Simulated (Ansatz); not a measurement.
`[OH][Ge][SH]` and `O[Si]S` differ in one element.

Ansatz, PBE0-D4/def2-TZVP geometries, multiplicity 1. Each molecule was computed in one conformer, which needn't be the lowest.

Scalar relativity is left out up to krypton.

| property | `[OH][Ge][SH]` |
| --- | --- |
| LUMO energy (PBE/def2-TZVPP) / eV | -2.72 |
| LUMO energy (PBE0/def2-TZVPP) / eV | -1.99 |
| HOMO energy (ωB97M-V/def2-TZVPP) / eV | -9.40 |
| zero-point energy (PBE0-D4/def2-TZVP) / kJ/mol | 60.3 |
| HOMO–LUMO gap (B3LYP/def2-TZVPP) / eV | 4.97 |
| size of the dipole moment (PBE/def2-TZVPP) / D | 0.79 |

What does the change do to each property? (An estimate is asked.)

Computed: 
| property | `O[Si]S` | shift |
| --- | --- | --- |
| LUMO energy (PBE/def2-TZVPP) / eV | -2.50 | 0.22 |
| LUMO energy (PBE0/def2-TZVPP) / eV | -1.72 | 0.27 |
| HOMO energy (ωB97M-V/def2-TZVPP) / eV | -9.15 | 0.25 |
| zero-point energy (PBE0-D4/def2-TZVP) / kJ/mol | 61.4 | 1.1 |
| HOMO–LUMO gap (B3LYP/def2-TZVPP) / eV | 5.02 | 0.05 |
| size of the dipole moment (PBE/def2-TZVPP) / D | 1.93 | 1.14 |

Dipoles are sizes alone; their direction can turn.

B3LYP here is the variant with VWN-RPA as its local correlation; programs differ in this.
